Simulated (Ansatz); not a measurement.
Start from `[TeH][SiH]1BC1` and change one atom or group to get `[SiH3][SiH]1BC1`.

Ansatz, PBE0-D4/def2-TZVP geometries, multiplicity 1. 

Elements past krypton have def2 core potentials.  Spin–orbit coupling is left out; it splits and shifts lone-pair levels of the heavy atoms by tenths of an eV.

```tsv
property	`[TeH][SiH]1BC1`
HOMO energy (PBE/def2-TZVPP) / eV	-5.62
LUMO energy (PBE/def2-TZVPP) / eV	-2.72
ideal-gas entropy at 298 K and 1 bar (rigid rotor, harmonic PBE0-D4/def2-TZVP) / J/(mol·K)	345
size of the dipole moment (PBE/def2-TZVPP) / D	1.04
HOMO–LUMO gap (PBE0/def2-TZVPP) / eV	4.76
HOMO–LUMO gap (ωB97M-V/def2-TZVPP) / eV	8.69
```

Task: What does the change do to each property? (Best estimate.)

Result: Computed: 
```json
{"property": "HOMO energy (PBE/def2-TZVPP) / eV", "`[SiH3][SiH]1BC1`": "-5.83", "shift": "-0.21"}
{"property": "LUMO energy (PBE/def2-TZVPP) / eV", "`[SiH3][SiH]1BC1`": "-2.58", "shift": "0.14"}
{"property": "ideal-gas entropy at 298 K and 1 bar (rigid rotor, harmonic PBE0-D4/def2-TZVP) / J/(mol·K)", "`[SiH3][SiH]1BC1`": "338", "shift": "-7"}
{"property": "size of the dipole moment (PBE/def2-TZVPP) / D", "`[SiH3][SiH]1BC1`": "0.86", "shift": "-0.18"}
{"property": "HOMO–LUMO gap (PBE0/def2-TZVPP) / eV", "`[SiH3][SiH]1BC1`": "5.16", "shift": "0.40"}
{"property": "HOMO–LUMO gap (ωB97M-V/def2-TZVPP) / eV", "`[SiH3][SiH]1BC1`": "9.12", "shift": "0.43"}
```

With PBE0 the HOMO falls by 0.22 eV and the LUMO rises by 0.19 eV, so the gap widens by about 0.41 eV. PBE moves the HOMO by -0.21 eV and ωB97M-V by -0.22 eV. The zero-point energy changes by 46.4 kJ/mol with +6 modes. Dipoles are sizes alone; their direction can turn.

Positive LUMOs are unbound, so they and the gaps depend on the basis.
